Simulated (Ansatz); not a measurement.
Species: ZnCl2 (charge 0, singlet). 
Geometry from a B3LYP-D3(BJ)/def2-TZVP (Ansatz, a quantum-chemistry and plane-wave program) optimisation:
```
Zn
Cl 1 2.0983
Cl 1 2.0983 2 180.00
```
Charge 0, spin multiplicity 1.

Basis-set convergence of Hartree-Fock and CCSD correlation energies (hartree) with Ansatz. Valence correlation only, unless marked. No spin-orbit coupling. The frozen core is the preceding noble-gas configuration, with the filled d and f shells of earlier blocks. No relativistic terms.

```json
[
 {"basis": "def2-SVP", "functions": "67", "E(HF)": "-2696.38852", "E(corr, CCSD)": "-0.55557"},
 {"basis": "def2-TZVPP", "functions": "148", "E(HF)": "?", "E(corr, CCSD)": "?"}
]
```

**Question.** Complete the blanks.

**Answer.** 
- def2-TZVPP, E(HF): -2696.95332
- def2-TZVPP, E(corr, CCSD): -0.85202
